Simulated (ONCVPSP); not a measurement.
## technetium ONCV: all-electron and pseudo phase curves

technetium, optimised norm-conserving Vanderbilt (ONCV), made with ONCVPSP 4.0.1 (Wu-Cohen, fully relativistic). Core [Ar] 3d10, reference 4s2 4p6 4d5 5s2. Waves: 4s+5s: rc 1.90 bohr, ncon 4, nbas 7, qcut 7.3 1/bohr, 2 projectors; 4p: rc 1.45 bohr, ncon 4, nbas 7, qcut 10.4 1/bohr, 2 projectors, debl 1.6 Ha; 4d: rc 2.00 bohr, ncon 5, nbas 10, qcut 8 1/bohr, 2 projectors, debl 3 Ha; f scattering state at 0.09 Ha: rc 1.80 bohr, ncon 4, nbas 7, qcut 5.7 1/bohr, 2 projectors, debl 0.3 Ha. Local part: polynomial inside 0.95 bohr (lpopt 5, dvloc0 0 Ha). Core correction: Teter function, fcfact 5.25, rcfact 1.4.

Open shells are filled in proportion to 2j + 1.

In the p channel the program set the typed energies aside and used -1.630, 0.250 Ha (j = l + 1/2; the other j can differ).

The phase is arctan(r·R′/R) of the radial function R(r), unwrapped; energies in Ha, scanned from -4 to 5 Ha. A pole is an energy at which the radial function vanishes at the test radius. The pseudo phase is shifted by a multiple of π to meet the all-electron one at the reference energy, and phase errors are pseudo minus all-electron; the curves can meet again beyond the range given. Levels narrower than the energy grid can be missing from the lists of poles.

Task: For each channel, where are the poles, and over which energies does the pseudopotential scatter like the atom?

Result:

```tsv
channel	radius (bohr)	reference energy (Ha)	poles, all-electron	poles, pseudo	unbroken range about the reference energy with phases within 0.05 rad	phase error 1 Ha above the reference energy (rad)
s	1.93	-0.19	-2.51, 4.12	-2.51, 2.34, 4.30	below 2.2	-0.004
p3/2	1.47	-1.63	-0.08	-0.08	the whole range	-0.000
p1/2	1.47	-1.74	-0.31	-0.31	the whole range	-0.000
d5/2	2.03	-0.24	0.38	0.38	the whole range	+0.000
d3/2	2.03	-0.25	0.36	0.36	the whole range	+0.000
f7/2	1.83	0.09	2.72	2.55, 4.44	below 2.6	-0.001
f5/2	1.83	0.09	2.72	2.55, 4.47	below 2.6	-0.001
```

Note: no bound ghost flagged; GHOST(+) flagged for s at 64.6 eV, f7/2 at 546.6 eV, f5/2 at 547.1 eV.

Phases in the f5/2 channel:

```json
{"E (Ha)": "-3.98", "all-electron": "1.354", "pseudo": "1.354"}
{"E (Ha)": "-3.74", "all-electron": "1.347", "pseudo": "1.347"}
{"E (Ha)": "-3.50", "all-electron": "1.339", "pseudo": "1.339"}
{"E (Ha)": "-3.26", "all-electron": "1.331", "pseudo": "1.331"}
{"E (Ha)": "-3.02", "all-electron": "1.322", "pseudo": "1.321"}
{"E (Ha)": "-2.78", "all-electron": "1.312", "pseudo": "1.311"}
{"E (Ha)": "-2.54", "all-electron": "1.300", "pseudo": "1.300"}
{"E (Ha)": "-2.30", "all-electron": "1.287", "pseudo": "1.286"}
{"E (Ha)": "-2.06", "all-electron": "1.272", "pseudo": "1.271"}
{"E (Ha)": "-1.82", "all-electron": "1.254", "pseudo": "1.254"}
{"E (Ha)": "-1.58", "all-electron": "1.234", "pseudo": "1.234"}
{"E (Ha)": "-1.34", "all-electron": "1.209", "pseudo": "1.209"}
{"E (Ha)": "-1.10", "all-electron": "1.180", "pseudo": "1.179"}
{"E (Ha)": "-0.86", "all-electron": "1.143", "pseudo": "1.143"}
{"E (Ha)": "-0.62", "all-electron": "1.095", "pseudo": "1.095"}
{"E (Ha)": "-0.38", "all-electron": "1.033", "pseudo": "1.033"}
{"E (Ha)": "-0.14", "all-electron": "0.946", "pseudo": "0.946"}
{"E (Ha)": "0.10", "all-electron": "0.818", "pseudo": "0.818"}
{"E (Ha)": "0.34", "all-electron": "0.621", "pseudo": "0.621"}
{"E (Ha)": "0.58", "all-electron": "0.306", "pseudo": "0.306"}
{"E (Ha)": "0.82", "all-electron": "-0.144", "pseudo": "-0.144"}
{"E (Ha)": "1.06", "all-electron": "-0.606", "pseudo": "-0.607"}
{"E (Ha)": "1.30", "all-electron": "-0.940", "pseudo": "-0.942"}
{"E (Ha)": "1.54", "all-electron": "-1.152", "pseudo": "-1.156"}
{"E (Ha)": "1.78", "all-electron": "-1.291", "pseudo": "-1.298"}
{"E (Ha)": "2.02", "all-electron": "-1.389", "pseudo": "-1.399"}
{"E (Ha)": "2.26", "all-electron": "-1.463", "pseudo": "-1.481"}
{"E (Ha)": "2.50", "all-electron": "-1.523", "pseudo": "-1.556"}
{"E (Ha)": "2.74", "all-electron": "-1.576", "pseudo": "-1.640"}
{"E (Ha)": "2.98", "all-electron": "-1.625", "pseudo": "-1.773"}
{"E (Ha)": "3.22", "all-electron": "-1.676", "pseudo": "-2.208"}
{"E (Ha)": "3.46", "all-electron": "-1.732", "pseudo": "-4.032"}
{"E (Ha)": "3.70", "all-electron": "-1.799", "pseudo": "-4.473"}
{"E (Ha)": "3.94", "all-electron": "-1.889", "pseudo": "-4.595"}
{"E (Ha)": "4.18", "all-electron": "-2.024", "pseudo": "-4.660"}
{"E (Ha)": "4.42", "all-electron": "-2.257", "pseudo": "-4.705"}
{"E (Ha)": "4.66", "all-electron": "-2.703", "pseudo": "-4.740"}
{"E (Ha)": "4.90", "all-electron": "-3.383", "pseudo": "-4.772"}
```
